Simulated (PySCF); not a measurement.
Levels of Mo²³⁺ from EOM-EA-GCCSD

Reference: closed-shell Mo²⁴⁺, [Ar]; one electron is added. Calculated with PySCF 2.14, two-component X2C-1e with screened spin-orbit coupling, an even-tempered Gaussian basis (19 s from 1.1 bohr⁻², ratio 2.6; 14 p from 1.4 bohr⁻², ratio 2.6; 6 d from 1.4 bohr⁻², ratio 2.8; 3 f from 28 bohr⁻², ratio 2.8); frozen [Ne]; the 64 highest virtual spinors dropped; of the others 50 kept and the rest restored at second order. No Breit or QED terms. Binding energies in eV.

```
level  Koopmans  second order  EOM-CCSD
3d3/2    1079.9        1081.3    1081.1
3d5/2    1075.4        1076.7    1076.4
```

For comparison, the ionisation energy of Mo²³⁺ is 1082 ± 4 eV (theoretical estimate listed by NIST; NIST Atomic Spectra Database, ionization energies).

Only part of the computed levels is shown.
